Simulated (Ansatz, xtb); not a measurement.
# ClGeH2NZn: which of two structures lies lower

Structure I: a singlet given by its coordinates. Structure II: a singlet given by its coordinates. Both are isolated molecules in the gas phase, relaxed with B3LYP-D3(BJ)/def2-SVP.

I (Å):

```xyz
6

Cl   -3.2735   -1.2117    0.9529
Ge   -1.9362   -1.2678   -0.8590
N    -0.8944    0.1654   -0.4344
Zn    0.5170    0.8797   -1.3934
H    -1.1422    0.6170    0.4507
H     1.6773    1.4555   -2.1971
```

Close contacts (Å): Cl1–Ge2 2.25, Ge2–N3 1.82, N3–Zn4 1.85, N3–H5 1.02, Zn4–H6 1.52.

II (Å):

```xyz
6

Cl   -1.8228   -2.3441    1.8713
Ge    0.2380   -1.8762    2.9174
N     0.4880   -0.5294    1.7612
Zn   -0.9108   -0.2830    0.4907
H     1.3391    0.0300    1.8292
H    -1.7583    0.2584   -0.6690
```

Close contacts (Å): Cl1–Ge2 2.36, Cl1–Zn4 2.64, Ge2–N3 1.79, Ge2–Zn4 3.12, N3–Zn4 1.91, N3–H5 1.02, Zn4–H6 1.53.

Q: Which of the two would you expect CCSD(T)/def2-SVP + ΔMP2/def2-TZVPP electronic energies to favour?

A: Structure II; the calculation gives E(II) − E(I) = −20.5 kJ/mol.

How the difference moves with the method:

```csv
level,geometry,E(II) − E(I) (kJ/mol),departure from the last row (kJ/mol),"job, with rough time for the two"
GFN2-xTB,GFN2-xTB,−63.7,−43.2,"optimisation, 0.14 s"
HF/STO-3G,GFN2-xTB,+109.8,+130.3,"single point, 2.2 s"
r2SCAN-D4/def2-SVP,GFN2-xTB,−28.2,−7.7,"single point, 2.2 s"
B3LYP-D3(BJ)/def2-SVP,B3LYP-D3(BJ)/def2-SVP,−31.0,−10.5,"optimisation, 25 s"
HF/def2-SVP,B3LYP-D3(BJ)/def2-SVP,−30.3,−9.8,part of the CCSD(T) run
MP2/def2-SVP,B3LYP-D3(BJ)/def2-SVP,−35.8,−15.3,part of the CCSD(T) run
CCSD(T)/def2-SVP,B3LYP-D3(BJ)/def2-SVP,−37.7,−17.2,single point
CCSD(T)/def2-SVP + ΔMP2/def2-TZVPP,B3LYP-D3(BJ)/def2-SVP,−20.5,,"single point, 23 s"
```

HF/STO-3G puts the two in the other order. The largest departure from CCSD(T)/def2-SVP + ΔMP2/def2-TZVPP is that of HF/STO-3G, 130.3 kJ/mol. The last row adds to CCSD(T) the change of the MP2 difference between the two basis sets, here +17.2 kJ/mol, a large step that makes the value less sure.

With harmonic frequencies from B3LYP-D3(BJ)/def2-SVP (ideal gas, rigid rotor, one conformer each, 298.15 K, 1 atm): the zero-point term adds 0.0 kJ/mol; ΔH is −20.8 and ΔG −18.6 kJ/mol.

The correlated steps freeze 20 core orbitals; the filled d shell of Ge is correlated; the last core shell of Zn is correlated, in a basis made for valence electrons. Run with Ansatz 0.2.0, xtb 6.7.1; the last row on 2 threads of Intel(R) Xeon(R) 6975P-C (Granite Rapids) on a shared host.
